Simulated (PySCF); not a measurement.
# Bonding in `C=N[Si@H]1[SiH2]C(F)=C1C`

Compound: C4H8FNSi2.
Numbering: `[CH2:1]=[N:2][Si@H:3]1[SiH2:4][C:5]([F:6])=[C:7]1[CH3:8]` (hydrogens: H9, H10 on C1; H11 on Si3; H12, H13 on Si4; H14, H15, H16 on C8)

Cartesian coordinates in Å at the GFN2-xTB level; atoms count from 1:
```xyz
16
C4H8FNSi2 angstrom
C      2.8647   -1.0585   -0.6025
N      1.6943   -0.6159   -0.6494
Si     0.8114    0.5247    0.2739
Si    -0.3930    1.9549   -1.1219
C     -1.6424    0.7381   -0.3739
F     -2.9873    0.6781   -0.5720
C     -0.9774   -0.1076    0.4237
C     -1.5431   -1.2255    1.2235
H      3.2011   -1.7496   -1.3700
H      3.5980   -0.8024    0.1660
H      1.3676    0.9300    1.5775
H     -0.3471    1.9446   -2.5849
H     -0.6242    3.3391   -0.6958
H     -1.3303   -1.0732    2.2821
H     -2.6212   -1.3027    1.0875
H     -1.0786   -2.1654    0.9250
```

Bond orders from the PBE0/pcSseg-1 density (PySCF). The structure is a single GFN2-xTB conformer in the gas phase; no vibrational or solvent corrections.

Question: Where do the orders between heavy atoms depart from those drawn in the SMILES?

Answer: The largest departure is 0.243, at C5–C7 (drawn double, 1.757). Drawn single, order below 0.88: C7–Si3 (0.851).

Question: Set the Mayer orders of the bonds between heavy atoms beside their lengths.

Answer: 
```csv
bond,drawn as,length (Å),Mayer order
C1–N2,double,1.252,1.940
N2–Si3,single,1.712,0.991
Si3–Si4,single,2.333,0.911
Si4–C5,single,1.898,0.906
C5–F6,single,1.361,0.925
C5–C7,double,1.339,1.757
C7–C8,single,1.486,1.038
C7–Si3,single,1.903,0.851
```

By pair of heavy elements: C–Si: lowest C7–Si3 (0.851, 1.903 Å), highest Si4–C5 (0.906, 1.898 Å). C–C: lowest C7–C8 (1.038, 1.486 Å), highest C5–C7 (1.757, 1.339 Å).

Question: And the bonds to hydrogen?

Answer: C–H: 0.93 to 0.96 (5 bonds); H–Si: 0.88 to 0.93 (3 bonds).

Question: Sum the orders of all bonds at each heavy atom with more than one neighbour and set the sums beside the valence in the SMILES.

Answer: C1 3.808 (drawn 4), N2 2.931 (drawn 3), Si3 3.631 (drawn 4), Si4 3.662 (drawn 4), C5 3.588 (drawn 4), C7 3.646 (drawn 4), C8 3.901 (drawn 4). Orders between atoms that aren't bonded are not in these sums.

Mayer orders depend on the basis set.
